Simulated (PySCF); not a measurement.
## Ionisation energy of Se by level of theory

Se [Ar] 3d10 4s2 4p4 (3P) → Se⁺ [Ar] 3d10 4s2 4p3 (4S), as a difference of total energies. Calculation: PySCF 2.14, in x2c-TZVPall; scalar relativity by spin-free X2C-1e. Correlated levels: valence: [Ar] 3d10 frozen. The calculations carry no spin-orbit coupling.

```tsv
method	ionisation energy (eV)	error (eV)
UHF	8.543	-1.092
B3LYP	9.810	+0.175
TPSS	9.641	+0.006
MP2 (valence)	9.217	-0.418
SCS-MP2 (valence)	9.282	-0.353
CCSD (valence)	9.329	-0.306
CCSD(T) (valence)	9.358	-0.277
```

Reference: 9.635 eV (measured; NIST levels, between the centres of gravity of the two terms).

Errors of the correlated levels include the incompleteness of this basis and the frozen core.
